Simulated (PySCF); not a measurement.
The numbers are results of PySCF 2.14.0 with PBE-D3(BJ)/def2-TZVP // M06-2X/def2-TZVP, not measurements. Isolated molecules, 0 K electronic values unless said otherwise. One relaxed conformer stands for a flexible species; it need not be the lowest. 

Reference species (SMILES): `B` (neutral, multiplicity 1).

```yaml
LUMO: -3.04 eV
HOMO: -8.49 eV
HOMO–LUMO gap: 5.44 eV
```

Changed species: `BOC(C)=O` (B–O–C–O torsion 24°) (X = acetoxy; the reference has X = H).

Give the shifts of the LUMO, HOMO and HOMO–LUMO gap.

the LUMO rises by 0.71 eV, to -2.33 eV; the HOMO rises by 1.75 eV, to -6.74 eV; the HOMO–LUMO gap falls by 1.03 eV, to 4.41 eV.
